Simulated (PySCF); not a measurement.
Neon: a sound run and one with changed settings

Sound run: Ne²⁺ [He] 2s2 2p4, Ne³⁺ [He] 2s2 2p3. Calculation: PySCF 2.14, in 6-31G* (3s2p1d, 14 functions); no relativity, point nucleus. In the sound run the correlated levels freeze 1s2. The sound run starts from symmetry-adapted Hartree-Fock orbitals and uses a fine grid where one is needed.

A second run was set up differently.

```json
{"species": "Ne²⁺", "method": "UHF", "sound run (hartree)": "-126.29981", "changed run (hartree)": "-124.57400", "converged": "yes"}
{"species": "Ne²⁺", "method": "BP86", "sound run (hartree)": "-126.58048", "changed run (hartree)": "-124.79819", "converged": "yes"}
{"species": "Ne²⁺", "method": "LDA", "sound run (hartree)": "-125.81507", "changed run (hartree)": "-124.03297", "converged": "yes"}
{"species": "Ne²⁺", "method": "MP2", "sound run (hartree)": "-126.35644", "changed run (hartree)": "-124.57400", "converged": "yes"}
{"species": "Ne³⁺", "method": "UHF", "sound run (hartree)": "-124.03166", "changed run (hartree)": "-122.14212", "converged": "yes"}
{"species": "Ne³⁺", "method": "BP86", "sound run (hartree)": "-124.22572", "changed run (hartree)": "-122.29761", "converged": "yes"}
{"species": "Ne³⁺", "method": "LDA", "sound run (hartree)": "-123.47459", "changed run (hartree)": "-121.55536", "converged": "yes"}
{"species": "Ne³⁺", "method": "MP2", "sound run (hartree)": "-124.06439", "changed run (hartree)": "-122.14212", "converged": "yes"}
```

Ionisation energy of Ne²⁺:

```
 method  sound run (eV)  changed run (eV)
    UHF          61.719            66.175
   BP86          64.076            68.044
    LDA          63.688            67.419
    MP2          62.370            66.175
SCS-MP2          62.348            66.175
```

Question: What was changed?
A. level shift left on
B. minimal basis
C. radial grid too coarse
D. a valence shell is frozen

Answer: B. It used basis STO-3G. A minimal basis cannot let orbitals breathe on ionisation and holds almost no correlation.
